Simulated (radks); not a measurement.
Problem. Excited configurations of Ru I: one electron is placed in a higher orbital outside [Kr] 4d7. The ground configuration is [Kr] 4d7 5s1. Method: scalar-relativistic Kohn-Sham, SCAN, spin-polarised, spherical densities, finite nucleus; open shells are filled with parallel spins first (spin-orbit coupling, left out, can overturn this in heavy ions); meta-GGA in the generalised Kohn-Sham scheme; Fermi nuclear charge, rms radius 4.4809 fm; computed with a radial shooting solver on a logarithmic mesh with Libxc functionals. Excitation = E - E(ground); binding = E(ion) - E, where the ion is the core of charge +1; n* = 1/sqrt(2 binding) in atomic units, and the quantum defect is n - n*.

outer orbital  excitation (eV)  binding (eV)     n*  quantum defect  eigenvalue (eV)  <r> (bohr)
4f                       7.032         0.869  3.957           0.043           -0.423       17.86
5p                       3.992         3.909  1.866           3.134           -1.985       4.726
5d                       6.398         1.503  3.008           1.992           -0.703       10.64
6p                       6.174         1.727  2.807           3.193           -1.029       11.65
6d                       6.974         0.927  3.831           2.169           -0.527       20.39
7d                       7.285         0.616  4.701           2.299           -0.378       33.03
7f                       7.575         0.326  6.463           0.537           -0.211       64.34

Estimate the row for 7p.

Solution. excitation (eV) 6.917; binding (eV) 0.984; n* 3.718; quantum defect 3.282; eigenvalue (eV) -0.613; <r> (bohr) 21.41. The Delta-SCF ionisation energy is 7.901 eV (NIST Atomic Spectra Database: 7.361 eV, measured). Self-interaction in the functional shifts the binding energies and quantum defects, so they are the method's values and not measured ones. Open shells are spherical and high-spin; term and fine-structure splittings are not resolved.
